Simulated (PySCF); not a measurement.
# input.py for GeCl

The script input.py:

```python
from pyscf import gto, scf, tdscf

mol = gto.M(
    atom='Ge 0 0 0; Cl 0 0 2.13',
    basis='sbkjc',
    ecp={'Ge': 'sbkjc', 'Cl': 'sbkjc'},
    charge=0,
    spin=1,
    verbose=4,
)
mf = scf.UHF(mol)
mf.kernel()
td = tdscf.TDHF(mf)
td.nstates = 5
td.kernel()
td.analyze(verbose=3)
mf.dip_moment()
print('orbital energies (hartree):', [e[max(0, n-3):n+3].round(4) for e, n in zip(mf.mo_energy, mol.nelec)])
```

```bash
$ OMP_NUM_THREADS=1 python input.py
```

The log (some set-up lines and the per-cycle HOMO/LUMO lines with their warnings removed):

```
PySCF version 2.14.0

[INPUT] verbose = 4
[INPUT] num. atoms = 2
[INPUT] num. electrons = 11
[INPUT] charge = 0
[INPUT] spin (= nelec alpha-beta = 2S) = 1
[INPUT] symmetry False subgroup None
[INPUT] Mole.unit = angstrom
[INPUT] Symbol           X                Y                Z      unit          X                Y                Z       unit  Magmom
[INPUT]  1 Ge     0.000000000000   0.000000000000   0.000000000000 AA    0.000000000000   0.000000000000   0.000000000000 Bohr   0.0
[INPUT]  2 Cl     0.000000000000   0.000000000000   2.130000000000 AA    0.000000000000   0.000000000000   4.025116645324 Bohr   0.0

nuclear repulsion = 6.9563201435493
number of shells = 8
number of NR pGTOs = 36
number of NR cGTOs = 16
basis = sbkjc
ecp = {'Ge': 'sbkjc', 'Cl': 'sbkjc'}

******** <class 'pyscf.scf.uhf.UHF'> ********
method = UHF
initial guess = minao
damping factor = 0
level_shift factor = 0
DIIS = <class 'pyscf.scf.diis.CDIIS'>
diis_start_cycle = 1
diis_space = 8
diis_damp = 0
SCF conv_tol = 1e-09
SCF conv_tol_grad = None
SCF max_cycles = 50
direct_scf = True
direct_scf_tol = 1e-13
number electrons alpha = 6  beta = 5
Set gradient conv threshold to 3.16228e-05
init E= -17.4343546905101

cycle= 1 E= -18.3613951758027  delta_E= -0.927  |g|= 0.122  |ddm|= 1.96
cycle= 2 E= -18.3837832942797  delta_E= -0.0224  |g|= 0.0407  |ddm|= 0.37
cycle= 3 E= -18.3864628174064  delta_E= -0.00268  |g|= 0.0161  |ddm|= 0.119
cycle= 4 E= -18.3871876093064  delta_E= -0.000725  |g|= 0.00536  |ddm|= 0.076
cycle= 5 E= -18.3872706665667  delta_E= -8.31e-05  |g|= 0.00103  |ddm|= 0.0329
cycle= 6 E= -18.3872732382462  delta_E= -2.57e-06  |g|= 0.000331  |ddm|= 0.00387
cycle= 7 E= -18.3872735738097  delta_E= -3.36e-07  |g|= 7.27e-05  |ddm|= 0.00156
cycle= 8 E= -18.3872735913825  delta_E= -1.76e-08  |g|= 1.68e-05  |ddm|= 0.000347
cycle= 9 E= -18.3872735923309  delta_E= -9.48e-10  |g|= 4.43e-06  |ddm|= 7.16e-05
Extra cycle  E= -18.3872735923716  delta_E= -4.07e-11  |g|= 2.18e-06  |ddm|= 1e-05
converged SCF energy = -18.3872735923716  <S^2> = 0.75274918  2S+1 = 2.0027473

******** <class 'pyscf.tdscf.uhf.TDHF'> for <class 'pyscf.scf.uhf.UHF'> ********
nstates = 5
deg_eia_thresh = 1.000e-03
wfnsym = None
conv_tol = 1e-05
eigh lindep = 1e-12
eigh level_shift = 0
eigh max_cycle = 100

Excitation energies (eV)
[3.03308963e-04 3.23587894e+00 3.67381357e+00 5.43303524e+00
 5.62679522e+00]

** Excitation energies and oscillator strengths **
Excited State   1:      0.00030 eV 4087719.55 nm  f=0.0000
Excited State   2:      3.23588 eV    383.15 nm  f=0.0021
Excited State   3:      3.67381 eV    337.48 nm  f=0.0013
Excited State   4:      5.43304 eV    228.20 nm  f=0.1004
Excited State   5:      5.62680 eV    220.35 nm  f=0.1271
Dipole moment(X, Y, Z, Debye):  0.00000, -0.00000, -2.70844
orbital energies (hartree): [array([-0.4695, -0.4434, -0.2916, -0.018 ,  0.0816,  0.2177]), array([-0.4698, -0.4627, -0.4186,  0.0012,  0.035 ,  0.095 ])]
```

In short: E(SCF) = -18.387274 Eh, 9 cycles, ⟨S²⟩ = 0.753, μz(SCF) = -2.71 D, first excitations without spin–orbit coupling 0.00, 3.24, 3.67, 5.43, 5.63 eV.

It ran on Arm Neoverse N1 (1 thread, shared host) in 1.5 s, peak memory 0.12 GiB.

The bond length is a typed value, not an optimised one. No search for the lowest solution was made.
